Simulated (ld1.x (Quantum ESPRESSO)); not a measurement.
## Logarithmic derivatives: Se (Z = 34), RRKJ

ld1.x (Quantum ESPRESSO) 7.5 input, shortened:

```
&input
   title='Se', zed=34., rel=1, dft='WC', iswitch=3,
   config='[Ar] 3d10 4s2 4p4'
 /
 &inputp
   pseudotype=2, tm=.false., rho0=0.001, lloc=0,
   nlcc=.true., rcore=0.90
 /
2
4P  2  1   4.00   0.00  1.70  1.70  0.0
4S  1  0   2.00   0.00  1.30  1.30  0.0
 &test
   configts(1)='4s2 4p4'
 /
```

The phase is arctan(r·u′/u) with u = r·R(r), unwrapped; energies in Ry, scanned from -3 to 5 Ry. A pole is an energy at which the radial function vanishes at the test radius. The pseudo phase is shifted by a multiple of π to meet the all-electron one at the reference energy, and phase errors are pseudo minus all-electron; the curves can meet again beyond the range given. Levels narrower than the energy grid can be missing from the lists of poles.

Question: For each channel, where are the poles, and over which energies does the pseudopotential scatter like the atom?

Answer:

```tsv
channel	radius (bohr)	reference energy (Ry)	poles, all-electron	poles, pseudo	unbroken range about the reference energy with phases within 0.05 rad	phase error 1 Ry above the reference energy (rad)
s	1.85	-1.27	1.77	1.65	below 4.4	-0.002
p	1.85	-0.48	3.53	3.74	the whole range	+0.004
```

Phases in the s channel:

```csv
E (Ry),all-electron,pseudo
-3.00,0.951,0.947
-2.52,0.745,0.741
-2.04,0.344,0.341
-1.56,-0.313,-0.314
-1.08,-0.870,-0.870
-0.60,-1.165,-1.167
-0.12,-1.324,-1.327
0.36,-1.421,-1.425
0.84,-1.486,-1.492
1.32,-1.534,-1.542
1.80,-1.573,-1.583
2.28,-1.605,-1.618
2.76,-1.633,-1.651
3.24,-1.660,-1.683
3.72,-1.686,-1.717
4.20,-1.713,-1.755
4.68,-1.741,-1.802
```
